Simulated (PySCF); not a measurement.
A run for PySCF: R-M06-2X/def2-TZVPP on H2O2Pb (SMILES [OH][Pb][OH]), a point of a torsion scan. Elements past Kr take the def2 small-core potentials; no spin–orbit coupling.

```python
from pyscf import gto, dft

mol = gto.M(
    atom='''
    O     1.45625559    0.20607757   -0.47151715
    Pb   -0.14224465   -0.98238347   -0.84540021
    O    -0.90377423   -1.42763136    1.08304827
    H     2.29978734    0.47500291   -0.12503195
    H    -0.54681235   -1.15044380    1.92126471
    ''',
    basis='def2-tzvpp',
    ecp={'Pb': 'def2-tzvpp'},
    charge=0, spin=0, verbose=4, max_memory=1800)
mf = dft.RKS(mol, xc='m062x').density_fit(auxbasis='def2-universal-jkfit')
mf.grids.level = 4
mf.conv_tol = 1e-9
mf.max_cycle = 150
mf.kernel()
mf.dip_moment()
```

Q: What total energy does the run end on?

A: -344.4433 hartree.
